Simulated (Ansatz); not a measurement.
`C[SiH2]/N=C/F` → `N=CF` + `C[SiH]` at 700 K and 1 bar (silylene formation by 1,1-elimination).

Isolated molecules relaxed with PBE0-D4/def2-TZVP in Ansatz; ΔE leaves out vibrations. CCSD(T)/CBS is the MP2 limit (def2-TZVPP, def2-QZVPP) plus CCSD(T) − MP2 in def2-TZVPP, frozen cores. This one scheme is used for every species. One conformer a species, not always the lowest.

```csv
species,CCSD(T)/CBS energy (Eh),H − E (kJ/mol),S (J/(mol·K))
`C[SiH2]/N=C/F`,-523.29934,281.9,461.5
`N=CF`,-193.72220,122.2,297.1
`C[SiH]`,-329.46712,152.0,322.2
```

H − E and S are ideal-gas, rigid-rotor, harmonic terms from PBE0-D4/def2-TZVP, for one conformer and one mirror image of each species. 1 Eh = 2625.50 kJ/mol, R = 8.31446 J/(mol·K).

**Question.** By hand: ΔE, ΔH, ΔS and ΔG.

**Answer.** ΔE = (-193.72220) + (-329.46712) − (-523.29934) = 0.11002 Eh = 288.9 kJ/mol. Δ(H − E) = 122.2 + 152.0 − 281.9 = -7.7, so ΔH = 281.2 kJ/mol. ΔS = 297.1 + 322.2 − 461.5 = 157.8 J/(mol·K). ΔG = 281.2 − 700 × (157.8)/1000 = 170.7 kJ/mol.

**Question.** By hand: the equilibrium constant, and the temperature at which ΔG would vanish if ΔH and ΔS stayed fixed.

**Answer.** log₁₀ K = −ΔG/(RT ln 10) = -12.7. ΔG = 0 at ΔH/ΔS = 1782 K.

The number of gas molecules changes by +1, which sets the sign of ΔS. A doubt of 5 kJ/mol in ΔE shifts log₁₀ K by 0.4 here. Other conformers and mirror images would add mixing entropy, several J/(mol·K) or more a flexible species. These are equilibria of isolated gas molecules and say nothing of rates. Largest T1 diagnostic: 0.013 (customary marks: 0.02 for closed shells, 0.045 for open ones).
